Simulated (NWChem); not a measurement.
System: CH4AlClOS; SMILES C[O][Al]([SH])[Cl]

NWChem input:

```
start job
memory heap 200 mb stack 900 mb global 1100 mb
geometry units angstroms
  Al    -0.037344     0.013087     0.000207
  Cl    -1.699132     1.007758     0.611652
  O     -0.013783    -0.895446    -1.367140
  C      0.092072    -1.683121    -2.520341
  H     -0.364174    -2.658685    -2.342032
  H     -0.422759    -1.193209    -3.349449
  H      1.143174    -1.821491    -2.780914
  S      1.829741     0.102025     1.150635
  H      1.321405     0.900752     2.082008
end
basis spherical
  * library def2-svp
end
dft
  xc xpbe96 cpbe96
  disp vdw 4
  iterations 150
end
driver
  maxiter 120
end
task dft optimize
task dft freq
```

Excerpt of the output:

```
             Northwest Computational Chemistry Package (NWChem) 7.3.0
             --------------------------------------------------------

 C1  symmetry detected

                             Geometry "geometry" -> ""
                             -------------------------

 Output coordinates in angstroms (scale by  1.889725989 to convert to a.u.)

  No.       Tag          Charge          X              Y              Z
 ---- ---------------- ---------- -------------- -------------- --------------
    1 Al                  13.0000    -0.06002631    -0.09054056    -0.00040353
    2 Cl                  17.0000    -1.63317973    -1.37504930     0.00020205
    3 O                    8.0000    -0.25986030     1.53908652    -0.00306695
    4 C                    6.0000    -0.34331534     2.93712741     0.00209540
    5 H                    1.0000    -0.57058008     3.29529400    -1.00376098
    6 H                    1.0000    -1.13497287     3.25625637     0.68321204
    7 H                    1.0000     0.60645146     3.36510134     0.32865521
    8 S                   16.0000     2.00838361    -0.82476205     0.00002682
    9 H                    1.0000     1.64813561    -2.10305005     0.00523877

 Effective nuclear repulsion energy (a.u.)     324.3723726190

                                Z-matrix (autoz)
                                --------

 Units are Angstrom for bonds and degrees for angles

      Type          Name      I     J     K     L     M      Value
      ----------- --------  ----- ----- ----- ----- ----- ----------
    1 Stretch                  1     2                       2.03095
    2 Stretch                  1     3                       1.64184
    3 Stretch                  1     8                       2.19486
    4 Stretch                  3     4                       1.40054
    5 Stretch                  4     5                       1.09164
    6 Stretch                  4     6                       1.09201
    7 Stretch                  4     7                       1.09172
    8 Stretch                  8     9                       1.32809
    9 Bend                     1     4     5               110.20070
   10 Bend                     1     4     6               111.03992
   11 Bend                     1     4     7               108.02979
   12 Bend                     1     8     9                93.80437
   13 Bend                     2     1     3               122.24123
   14 Bend                     2     1     8               121.22444
   15 Bend                     3     1     8               116.53430
   16 Bend                     3     4     5               109.66518
   17 Bend                     3     4     6               109.70737
   18 Bend                     3     4     7               109.91225
   19 Bend                     4     1     2               123.88682
   20 Bend                     4     1     8               114.88868
   21 Bend                     5     4     6               109.14160
   22 Bend                     5     4     7               109.15426
   23 Bend                     6     4     7               109.24174
   24 Torsion                  2     1     4     5         -79.19874
   25 Torsion                  2     1     4     6          41.85806
   26 Torsion                  2     1     4     7         161.62908
   27 Torsion                  1     2     3     4        -179.37103
   28 Torsion                  2     1     8     9          -0.19781
   29 Torsion                  3     1     8     9         179.87368
   30 Torsion                  5     4     1     8         100.88769
   31 Torsion                  1     3     5     4        -172.96406
   32 Torsion                  6     4     1     8        -138.05551
   33 Torsion                  1     3     6     4         174.43681
   34 Torsion                  7     4     1     8         -18.28449
   35 Torsion                  1     3     7     4         178.47411
   36 Torsion                  1     8     3     4         179.52778

  pbe96 is a nonlocal functional; adding pw91lda local functional.

                           NWChem Geometry Optimization
                           ----------------------------

 maximum gradient threshold         (gmax) =   0.000450
 rms gradient threshold             (grms) =   0.000300
 maximum cartesian step threshold   (xmax) =   0.001800
 rms cartesian step threshold       (xrms) =   0.001200
 fixed trust radius                (trust) =   0.300000
 source of zmatrix                         =   autoz

          -------------------
          Energy Minimization
          -------------------

 Using diagonal initial Hessian
 Scaling for Hessian diagonals: bonds = 1.00  angles = 0.25  torsions = 0.10

          --------
          Step   0

                                 NWChem DFT Module
                                 -----------------

 Summary of "ao basis" -> "ao basis" (spherical)
 ------------------------------------------------------------------------------
       Tag                 Description            Shells   Functions and Types
 ---------------- ------------------------------  ------  ---------------------
 Al                         def2-svp                 8       18   4s3p1d
 Cl                         def2-svp                 8       18   4s3p1d
 O                          def2-svp                 6       14   3s2p1d
 C                          def2-svp                 6       14   3s2p1d
 H                          def2-svp                 3        5   2s1p
 S                          def2-svp                 8       18   4s3p1d

            General Information
            -------------------
          SCF calculation type: DFT
          Wavefunction type:  closed shell.
          No. of atoms     :     9
          No. of electrons :    64
           Alpha electrons :    32
            Beta electrons :    32
          Charge           :     0
          Spin multiplicity:     1
          Use of symmetry is: off; symmetry adaption is: off
          Maximum number of iterations: 150
          AO basis - number of functions:   102
                     number of shells:    48
          Convergence on energy requested:  1.00D-06
          Convergence on density requested:  1.00D-05
          Convergence on gradient requested:  5.00D-04

              XC Information
              --------------
          PerdewBurkeErnzerhof Exchange Functional  1.000
            Perdew 1991 LDA Correlation Functional  1.000 local
           PerdewBurkeErnz. Correlation Functional  1.000 non-local

             Grid Information
             ----------------
          Grid used for XC integration:  medium
          Radial quadrature: Mura-Knowles
          Angular quadrature: Lebedev.
          Tag              B.-S. Rad. Rad. Pts. Rad. Cut. Ang. Pts.
          ---              ---------- --------- --------- ---------
          Al                  1.25       88          10.0       590
          Cl                  1.00       88          13.0       590
          O                   0.60       49          11.0       434
          C                   0.70       49          13.0       434
          H                   0.35       45          14.0       434
          S                   1.00       88          12.0       590
          Grid pruning is: on
          Number of quadrature shells:   542
          Spatial weights used:  Erf1

           DFT-D3BJ Model
          s6 scale factor  :        1.000000000000
          s8 scale factor  :        0.787500000000
          a1 parameter     :        0.428900000000
          a2 parameter     :        4.440700000000
              vdW contrib  :       -0.007128718487

      Superposition of Atomic Density Guess
      -------------------------------------

 Sum of atomic energies:       -1212.77533529

[...]

      ----------------------
      Optimization converged
      ----------------------

  Step       Energy      Delta E   Gmax     Grms     Xrms     Xmax
  ---- ---------------- -------- -------- -------- -------- --------
@   47   -1215.65405538 -4.8D-08  0.00003  0.00001  0.00063  0.00168
                                     ok       ok       ok       ok

                                Z-matrix (autoz)
                                --------

 Units are Angstrom for bonds and degrees for angles

      Type          Name      I     J     K     L     M      Value     Gradient
      ----------- --------  ----- ----- ----- ----- ----- ---------- ----------
    1 Stretch                  1     2                       2.11439   -0.00000
    2 Stretch                  1     3                       1.69778    0.00002
    3 Stretch                  1     8                       2.17978    0.00001
    4 Stretch                  3     4                       1.40436    0.00003
    5 Stretch                  4     5                       1.11276   -0.00000
    6 Stretch                  4     6                       1.11412    0.00000
    7 Stretch                  4     7                       1.11277    0.00000
    8 Stretch                  8     9                       1.36378   -0.00000
    9 Bend                     1     4     5               120.48665   -0.00000
   10 Bend                     1     4     6                89.89382   -0.00000
   11 Bend                     1     4     7               120.49744   -0.00000
   12 Bend                     1     8     9                91.75141    0.00000
   13 Bend                     2     1     3               121.26734   -0.00000
   14 Bend                     2     1     8               121.44401    0.00000
   15 Bend                     3     1     8               117.28865    0.00000
   16 Bend                     3     4     5               110.33629    0.00000
   17 Bend                     3     4     6               112.95977   -0.00001
   18 Bend                     3     4     7               110.33420    0.00000
   19 Bend                     4     1     2               102.35762   -0.00000
   20 Bend                     4     1     8               136.19837   -0.00000
   21 Bend                     5     4     6               107.79098    0.00000
   22 Bend                     5     4     7               107.42680    0.00000
   23 Bend                     6     4     7               107.79062    0.00000
   24 Torsion                  2     1     4     5        -110.70275    0.00000
   25 Torsion                  2     1     4     6          -0.00277   -0.00000
   26 Torsion                  2     1     4     7         110.69916   -0.00000
   27 Torsion                  1     2     3     4         179.98445   -0.00000
   28 Torsion                  2     1     8     9          -0.00688   -0.00000
   29 Torsion                  3     1     8     9         179.99099   -0.00000
   30 Torsion                  5     4     1     8          69.29081    0.00000
   31 Torsion                  1     3     5     4          97.83440   -0.00000
   32 Torsion                  6     4     1     8         179.99079    0.00000
   33 Torsion                  1     3     6     4        -179.98705    0.00000
   34 Torsion                  7     4     1     8         -69.30728    0.00000
   35 Torsion                  1     3     7     4         -97.80908   -0.00000
   36 Torsion                  1     8     3     4          -0.12406   -0.00000

                         Geometry "geometry" -> "geometry"
                         ---------------------------------

 Output coordinates in angstroms (scale by  1.889725989 to convert to a.u.)

  No.       Tag          Charge          X              Y              Z
 ---- ---------------- ---------- -------------- -------------- --------------
    1 Al                  13.0000     0.26192968     0.05282795     0.02524899
    2 Cl                  17.0000    -1.58995619    -0.83079220     0.53550627
    3 O                    8.0000     0.42000412     1.73522429    -0.13911417
    4 C                    6.0000    -0.39220773     2.87572802    -0.03057670
    5 H                    1.0000    -0.40736259     3.43278144    -0.99375033
    6 H                    1.0000    -1.44578924     2.63481665     0.23995189
    7 H                    1.0000     0.00939556     3.56395123     0.74615751
    8 S                   16.0000     2.04437250    -1.15600438    -0.31098546
    9 H                    1.0000     1.36064993    -2.30906935    -0.06023918

 Effective nuclear repulsion energy (a.u.)     321.7392339361

[...]

 Rotational Constants
 --------------------
 A=   0.079697 cm-1  (  0.114663 K)
 B=   0.058944 cm-1  (  0.084806 K)
 C=   0.034106 cm-1  (  0.049070 K)

 Temperature                      =   298.15K
 frequency scaling parameter      =   1.0000

 Zero-Point correction to Energy  =   32.488 kcal/mol  (  0.051773 au)
 Thermal correction to Energy     =   37.630 kcal/mol  (  0.059967 au)
 Thermal correction to Enthalpy   =   38.222 kcal/mol  (  0.060911 au)

 Total Entropy                    =   91.743 cal/mol-K
   - Translational                =   40.388 cal/mol-K (mol. weight = 125.9487)
   - Rotational                   =   28.688 cal/mol-K (symmetry #  =        1)
   - Vibrational                  =   22.668 cal/mol-K

 Cv (constant volume heat capacity) =   24.383 cal/mol-K
   - Translational                  =    2.979 cal/mol-K
   - Rotational                     =    2.979 cal/mol-K
   - Vibrational                    =   18.424 cal/mol-K

[normal modes left out]

 ----------------------------------------------------------------------------
 Normal Eigenvalue ||           Projected Infra Red Intensities
  Mode   [cm**-1]  || [atomic units] [(debye/angs)**2] [(KM/mol)] [arbitrary]
 ------ ---------- || -------------- ----------------- ---------- -----------
    1       -0.000 ||    0.000033           0.001         0.032       0.010
    2       -0.000 ||    0.000074           0.002         0.072       0.022
    3        0.000 ||    0.000014           0.000         0.013       0.004
    4        0.000 ||    0.000000           0.000         0.000       0.000
    5        0.000 ||    0.000025           0.001         0.025       0.008
    6        0.000 ||    0.000017           0.000         0.017       0.005
    7       74.689 ||    0.003489           0.080         3.401       1.030
    8       80.610 ||    0.000432           0.010         0.421       0.128
    9       87.326 ||    0.001686           0.039         1.644       0.498
   10      125.089 ||    0.007923           0.183         7.724       2.339
   11      210.966 ||    0.040588           0.936        39.567      11.982
   12      231.633 ||    0.016823           0.388        16.400       4.966
   13      236.298 ||    0.015970           0.368        15.568       4.714
   14      391.537 ||    0.006853           0.158         6.680       2.023
   15      568.310 ||    0.092634           2.137        90.304      27.346
   16      661.192 ||    0.063111           1.456        61.523      18.630
   17      747.447 ||    0.070326           1.622        68.557      20.760
   18     1141.190 ||    0.046330           1.069        45.165      13.677
   19     1145.886 ||    0.000012           0.000         0.012       0.004
   20     1208.021 ||    0.346033           7.983       337.331     102.150
   21     1421.879 ||    0.001473           0.034         1.436       0.435
   22     1425.365 ||    0.002215           0.051         2.159       0.654
   23     1430.770 ||    0.018770           0.433        18.298       5.541
   24     2617.295 ||    0.001084           0.025         1.057       0.320
   25     2921.597 ||    0.107361           2.477       104.661      31.693
   26     3000.913 ||    0.037912           0.875        36.958      11.192
   27     3008.666 ||    0.033438           0.771        32.597       9.871
 ----------------------------------------------------------------------------
```

Level: PBE-D3(BJ)/def2-SVP.
